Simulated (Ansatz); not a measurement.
BCl+, multiplicity 2 (lowest of 2S+1 = 2, 4 at CCSD(T)/def2-TZVPP on PBE0 minima; our sources give no spin for the ground state, which may be another), most abundant isotopes (11.0093 and 34.9689 u). Constants from fifth-degree fits in 1/R to seven points on the lowest solution found; no spin–orbit coupling, no relativity up to Kr; ω_e x_e and α_e move by some per cent with the fit.

Correlated levels freeze the cores. CBS: X⁻³ extrapolation of the correlation energy, Hartree–Fock from the larger set.

Codes used: Ansatz (Gaussian orbitals). Each number belongs to the level named beside it.

```tsv
level	r_e (Å)	ω_e (cm⁻¹)	ω_e x_e (cm⁻¹)	α_e (cm⁻¹)
PBE/def2-TZVPP	1.6077	1116.5	6.26	0.00615
CCSD(T)/CBS(aug-cc-pV(T+d)Z, aug-cc-pV(Q+d)Z)	1.5984	1144.8	6.49	0.00613
```

**Question.** Derive the rotational constants, the centrifugal constant, the fundamental, the zero-point energy and the force constant.

**Answer.** 
μ = 8.37317 u.
- PBE/def2-TZVPP: B_e = 16.8576/(μ r_e²) = 0.77896 cm⁻¹; B₀ = B_e − α_e/2 = 0.77588 cm⁻¹; D = 4B_e³/ω_e² = 1.52e-06 cm⁻¹; fundamental ω_e − 2ω_e x_e = 1104 cm⁻¹; zero-point energy ω_e/2 − ω_e x_e/4 = 557 cm⁻¹; k = μ(2πcω_e)² = 615 N/m
- CCSD(T)/CBS(aug-cc-pV(T+d)Z, aug-cc-pV(Q+d)Z): B_e = 16.8576/(μ r_e²) = 0.78805 cm⁻¹; B₀ = B_e − α_e/2 = 0.78499 cm⁻¹; D = 4B_e³/ω_e² = 1.49e-06 cm⁻¹; fundamental ω_e − 2ω_e x_e = 1132 cm⁻¹; zero-point energy ω_e/2 − ω_e x_e/4 = 571 cm⁻¹; k = μ(2πcω_e)² = 647 N/m

Ansatz is a first-principles code.
